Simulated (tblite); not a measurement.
Species: C₄H₁₃BO₂.
Atom-mapped SMILES: `[CH3:1][CH2:2][B@@H-:3]([OH:4])[O+:5]([CH3:6])[CH3:7]` (hydrogens: H8, H9, H10 on C1; H11, H12 on C2; H13 on B3; H14 on O4; H15, H16, H17 on C6; H18, H19, H20 on C7)

Cartesian coordinates in Å at the GFN2-xTB level; atoms count from 1:
```
atom  x, y, z in Å
C1     2.1570    0.1530    0.9345
C2     1.2554   -1.0061    0.5111
B3     0.2639   -0.6555   -0.7342
O4    -0.8131   -1.5947   -0.9702
O5    -0.6098    0.7340   -0.2918
C6    -1.3493    1.2176   -1.4017
C7    -1.4608    0.4691    0.8146
H8     2.7621    0.4791    0.0917
H9     1.5675    1.0037    1.2714
H10    2.8266   -0.1396    1.7434
H11    0.7080   -1.3728    1.3834
H12    1.8983   -1.8338    0.1982
H13    0.8406   -0.2907   -1.7201
H14   -0.4828   -2.3911   -1.3738
H15   -1.8977    2.1168   -1.1092
H16   -0.6350    1.4581   -2.1853
H17   -2.0422    0.4547   -1.7650
H18   -0.8258    0.2013    1.6544
H19   -2.0337    1.3682    1.0554
H20   -2.1343   -0.3605    0.5885
```

Calculated harmonic vibrations of the isolated species, GFN2-xTB (tblite), most abundant isotopes, no scaling. Against measured fundamentals such values can be off by several per cent, at times by over 20. Modes of hydrogen on boron can be 10 to 20 % off. One conformer, not necessarily the lowest. The optimisation stopped once no atom felt more than 0.01 eV/Å.

Lowest wavenumbers of the output (negative numbers stand for imaginary wavenumbers):
```
mode    cm-1
  1    -230.8
  2      70.9
  3      94.6
  4     163.5
  5     186.8
  6     199.6
  7     203.8
  8     254.4
  9     268.7
 10     337.0
 11     381.8
 12     422.6
 13     459.7
 14     477.5
 15     746.3
```

**Question.** Is this structure a minimum?

**Answer.** No. 1 mode is imaginary beyond 20i (231i cm⁻¹), so at this level the point lies at or near a first-order saddle.

**Question.** Which atoms move in the imaginary mode?

**Answer.** 231i: H14 (hydroxyl hydrogen) 91 %. These are shares of the mass-weighted motion.

**Question.** What is the remedy?

**Answer.** Step along that mode in both directions, optimise again with tighter thresholds and repeat the frequencies. The zero-point energy of this point (107.3 kcal/mol) counts the 53 real modes alone, and thermal corrections from it aren't those of a minimum.
